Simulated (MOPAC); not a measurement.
MOPAC input (PM6):

```
PM6 FORCE THERMO(298,298) PRECISE LET GEO-OK AUX(PRECISION=9) THREADS=1
Au2

Au    0.00000000 1    0.00000000 1   -1.11912765 1
Au   -0.00000000 1    0.00000000 1    1.11912765 1
```

Output:

```
 *******************************************************************************
 **                                                                           **
 **                              MOPAC v23.2.5                                **
 **                                                                           **
 *******************************************************************************
 ** MOPAC's Digital Object Identifier: https://doi.org/10.5281/zenodo.6511958 **
 **                                                                           **
 ** Please cite the open-source release paper for use of this MOPAC version:  **
 ** J. E. Moussa and J. J. P. Stewart (2026)                                  **
 ** MOPAC: An open-source semiempirical molecular orbital program             **
 ** J. Open Source Softw., 11(119), 8025, https://doi.org/10.21105/joss.08025 **
 *******************************************************************************

                              PM6 CALCULATION RESULTS

 *******************************************************************************
 *  PM6        - The PM6 Hamiltonian to be used
 *  GEO-OK     - OVERRIDE INTERATOMIC DISTANCE AND OTHER SAFETY CHECKS
 *  LET        - OVERRIDE SOME SAFETY CHECKS
 *  PRECISE    - TIGHTER CRITERIA TO BE USED
 *  FORCE      - FORCE CALCULATION SPECIFIED
 *  AUX        - OUTPUT AUXILIARY INFORMATION
 *  THERMO     - THERMODYNAMIC QUANTITIES TO BE CALCULATED
 *******************************************************************************
PM6 FORCE THERMO(298,298) PRECISE LET GEO-OK AUX(PRECISION=9) THREADS=1
 Au2

   ATOM   CHEMICAL          X               Y               Z
  NUMBER   SYMBOL      (ANGSTROMS)     (ANGSTROMS)     (ANGSTROMS)

     1      Au          0.00000000  *   0.00000000  *  -1.11912765  *
     2      Au         -0.00000000  *   0.00000000  *   1.11912765  *

          CARTESIAN COORDINATES

    NO.       ATOM           X           Y           Z

     1        Au          0.0000      0.0000     -1.1191
     2        Au         -0.0000      0.0000      1.1191

 General Reference for PM6:
 "Optimization of Parameters for Semiempirical Methods V: Modification of NDDO Approximations
 and Application to 70 Elements", J. J. P. Stewart, J. Mol. Mod., 13, 1173-1213 (2007)
 URL: https://link.springer.com/article/10.1007/s00894-007-0233-4

           Empirical Formula: Au2  =     2 atoms

      MOLECULAR POINT GROUP   :   D*h

      RHF CALCULATION, NO. OF DOUBLY OCCUPIED LEVELS = 11

          HEAT OF FORMATION =      84.753159 KCALS/MOLE

          CARTESIAN COORDINATE DERIVATIVES

   NUMBER  ATOM         X            Y            Z

     1      Au      0.003470     0.000000     0.000000
     2      Au     -0.003470     0.000000     0.000000

 DIPOLE           X         Y         Z       TOTAL
 POINT-CHG.     0.000     0.000    -0.000     0.000
 HYBRID        -0.000     0.000     0.000     0.000
 SUM            0.000     0.000     0.000     0.000

          GRADIENT NORM =   0.00491

          MOLECULAR WEIGHT =  393.93

          ROTATIONAL CONSTANTS IN CM(-1)

          A =    0.00000000   B =    0.03416763   C =    0.03416763

           PRINCIPAL MOMENTS OF INERTIA IN UNITS OF 10**(-40)*GRAM-CM**2

          A =        0.0000   B =      819.2769   C =      819.2769

          ORIENTATION OF MOLECULE IN FORCE CALCULATION

    NO.       ATOM         X         Y         Z

     1         Au      -1.1191    0.0000    0.0000
     2         Au       1.1191    0.0000   -0.0000

    FIRST DERIVATIVES WILL BE USED IN THE CALCULATION OF SECOND DERIVATIVES

    FOR POINT-GROUP D*h  THERE ARE 120 UNIQUE SYMMETRY FUNCTIONS.


(To convert to Hartree/Bohr^2, multiply by (10^(-21) x N x a0^2)/(4.184 x 627.51) =  0.0642)

           FORCE MATRIX IN MILLIDYNES/ANGSTROM

                 Au  1      Au  2
 ------------------------------
    Au    1   1.070273
    Au    2   1.070273   1.070273

          HEAT OF FORMATION =      84.753159 KCALS/MOLE

          ZERO POINT ENERGY       0.194 KCAL/MOL

           NORMAL COORDINATE ANALYSIS (Total motion = 1 Angstrom)

   Root No.       1

                 1 Sig

                 135.8

           1    0.5000
           2   -0.0000
           3   -0.0000
           4   -0.5000
           5   -0.0000
           6    0.0000

           MASS-WEIGHTED COORDINATE ANALYSIS (NORMAL COORDINATES)

   Root No.       1

                 1 Sig

                 135.8

           1    0.7071
           2   -0.0000
           3   -0.0000
           4   -0.7071
           5   -0.0000
           6    0.0000

          DESCRIPTION OF VIBRATIONS

 VIBRATION          1    1Sig        ATOM PAIR     ENERGY CONTRIBUTION    RADIAL
 FREQUENCY           135.81         Au1 -- Au2        +100.0% (100.0%)    100.0%
 TRANSITION DIPOLE   0.0000
 TRAVEL (Ang.)       0.0710
 REDUCED MASS       98.4832
 EFFECTIVE MASS    196.9665
 FORCE CONSTANT      1.0703

      SYMMETRY NUMBER FOR POINT-GROUP D*h =  2

          SYSTEM IS A GROUND STATE

 Au2

          MOLECULE IS LINEAR

          THERE ARE  1 GENUINE VIBRATIONS IN THIS SYSTEM
          THIS THERMODYNAMICS CALCULATION IS LIMITED TO
          MOLECULES WHICH HAVE NO INTERNAL ROTATIONS

                    CALCULATED THERMODYNAMIC PROPERTIES
                                          *
   TEMP. (K)   PARTITION FUNCTION   H.O.F.    ENTHALPY  HEAT CAPACITY ENTROPY
                                   KCAL/MOL   CAL/MOLE    CAL/K/MOL  CAL/K/MOL

 298.00  VIB.     0.2079D+01                   419.1005     1.9175     2.8611
         ROT.     0.3031D+04                   592.1869     1.9872    17.9179
         INT.     0.6302D+04                  1011.2874     3.9047    20.7790
         TRA.     0.7559D+28                  1480.4672     4.9680    43.8025
         TOT.                       84.753    2491.7546     8.8727    64.5815

   *: NOTE: HEATS OF FORMATION ARE RELATIVE TO THE
            ELEMENTS IN THEIR STANDARD STATE AT 298K
              (=  Standard Enthalpy of Formation).

            Hvib:  Zero-point energy is not included.
                   frequencies of less than zero cm-1 are not included.
            Hrot = (3/2)RT
            Htra = (3/2)RT + pV = (5/2)RT

            Heat capacity is Cp, not Cv

          For more information, see: HTTP://OpenMOPAC.net/Manual/thermochemistry.html

           FORCE CONSTANT IN CARTESIAN COORDINATES (Millidynes/A)

    ATOM   CHEMICAL       X               Y               Z
   NUMBER   SYMBOL  FORCE CONSTANT  FORCE CONSTANT  FORCE CONSTANT

      1      Au        1.070273        0.000238        0.000238
      2      Au        1.070273        0.000238        0.000238

 **********************
 *                    *
 * JOB ENDED NORMALLY *
 *                    *
 **********************

 == MOPAC DONE ==
```
